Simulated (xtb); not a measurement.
xtb input:

```bash
xtb mol.xyz --gfn 1 --sp --chrg 1 --uhf 0
```
mol.xyz:
```
12

C     -0.90460423    -0.84732698     0.11065920
C     -1.06018108     0.61470875    -0.21602431
C      0.15747036     0.12761119     0.49611742
N      1.44757121     0.09578820    -0.26068901
H     -0.71084687    -1.52651156    -0.71038905
H     -1.48809910    -1.27667292     0.91219987
H     -1.75324154     1.21500696     0.35544829
H     -0.96997087     0.90861000    -1.25450300
H      0.33551045     0.37797384     1.53179942
H      1.91776843     1.00575094    -0.23487798
H      2.08906113    -0.60397470     0.12480599
H      1.29070966    -0.14065778    -1.24417437
```

Task: What final total energy does it print?

Result: -13.38988 Eh (GFN1-xTB).

It need not be the lowest isomer of its formula.
